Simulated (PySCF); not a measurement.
cyclotrisilazane (H9N3Si3), SMILES N1[SiH2]N[SiH2]N[SiH2]1.

Geometry optimised at PBE-D3(BJ)/def2-SVP.

Calculation: PBE/def2-TZVP (PySCF).

Symmetry labels are those of the subgroup Cs that the program uses (full group Cs).

Computed valence orbital energies around the gap with their symmetry:
| orbital | symmetry | energy (eV) |
|---|---|---|
| HOMO−7 | A' | -8.89 |
| HOMO−6 | A" | -8.47 |
| HOMO−5 | A' | -8.34 |
| HOMO−4 | A" | -8.14 |
| HOMO−3 | A' | -7.93 |
| HOMO−2 | A' | -6.74 |
| HOMO−1 | A' | -6.07 |
| HOMO | A" | -5.86 |
| LUMO | A' | -0.58 |
| LUMO+1 | A" | -0.29 |
| LUMO+2 | A' | -0.11 |
| LUMO+3 | A' | 0.43 |
